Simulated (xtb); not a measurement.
xtb input:

```bash
xtb mol.xyz --gfn 1 --opt tight --chrg 0 --uhf 0
```
mol.xyz:
```
14

C      1.87416160    -1.38694031     0.79260216
O      1.46805950    -0.16665401     0.23333564
Al     0.04154947     0.57826230    -0.26833084
N      0.15597495     2.17077198    -1.00730250
O     -1.48801061    -0.11101436    -0.10448929
C     -2.06491448    -1.26785139     0.43929983
H      2.76422691    -1.75469013     0.27367128
H      2.12876037    -1.25864022     1.84959931
H      1.10021902    -2.15974022     0.72232612
H     -0.63208668     2.70575344    -1.33220606
H      1.01811179     2.66672767    -1.16078431
H     -2.36000348    -1.95967179    -0.35620720
H     -2.96239733    -1.00333466     1.00613392
H     -1.38467228    -1.79912075     1.11470264
```

What final total energy does it print?

-22.54319 Eh (GFN1-xTB).
